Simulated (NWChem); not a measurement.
**Correlation energy of Bi**

SMILES: [Bi]
```xyz
1

Bi     0.0000     0.0000     0.0000
```
Charge 0, spin multiplicity 4.

The numbers come from NWChem runs, not from measurements.

Basis set: def2-QZVP. Each correlation energy counts from its own Hartree-Fock reference.

Effective core potentials replace the inner electrons of Bi; spin-orbit coupling is left out. The correlated methods keep 4 core orbitals frozen. The stability of the SCF solutions was not checked. Open-shell Hartree-Fock references start from PBE0 orbitals. No row is a measurement; the coupled-cluster row has its own basis-set and correlation limits.

Task: Order these methods by the correlation energy they give, lowest first: UMP2, SCS-UMP2, CCSD on ROHF, CCSD[T] on ROHF.

Result: UMP2 (-486.8 mHa), CCSD[T] on ROHF (-458.6 mHa), CCSD on ROHF (-447.6 mHa), SCS-UMP2 (-424.4 mHa)
